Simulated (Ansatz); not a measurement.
`[AlH2][SiH]([SiH3])Cl` + `O[SiH3]` → `O[SiH2][SiH]([SiH3])Cl` + `[AlH3]`  (formal exchange of groups at the Si–Al bond)

Computed with Ansatz on PBE0-D4/def2-TZVP structures; ΔE is electronic, products minus reactants. CBS: MP2 limit from def2 TZ/QZ plus the TZ coupled-cluster correction, frozen cores. This one scheme is used for every species. Functionals use def2-TZVPP. One conformer a species, not always the lowest.

| level | ΔE (kJ/mol) |
| --- | --- |
| r2SCAN-D4 | 8.2 |
| ωB97X-V | 7.0 |
| B2PLYP | 11.5 |
| PBE | 11.5 |
| HF/def2-TZVPP | 14.9 |
| HF/def2-QZVPP | 15.0 |
| HF/CBS(def2) | 15.0 |
| CCSD/CBS(def2) | 11.1 |

Task: What does CCSD(T)/CBS give? (Best estimate.)

Result: Computed: +10.2 kJ/mol. The listed levels differ from it by -2.0, -3.2, 1.3, 1.3, 4.7, 4.8, 4.8, 0.9 kJ/mol.

Largest T1 diagnostic among the species: 0.012.

The D4 term adds −6.4 kJ/mol with B3LYP and −3.6 kJ/mol with PBE0; it sums over pairs of atoms, weighted by their polarisabilities, and B3LYP, whose exchange is more repulsive, gets the larger term. In def2-TZVPP, CCSD(T) changes the Hartree–Fock value by −3.2 kJ/mol (the triples alone add −0.9 kJ/mol) and MP2 by −4.5 kJ/mol.

B3LYP here is the variant with VWN-RPA as its local correlation; programs differ in this.
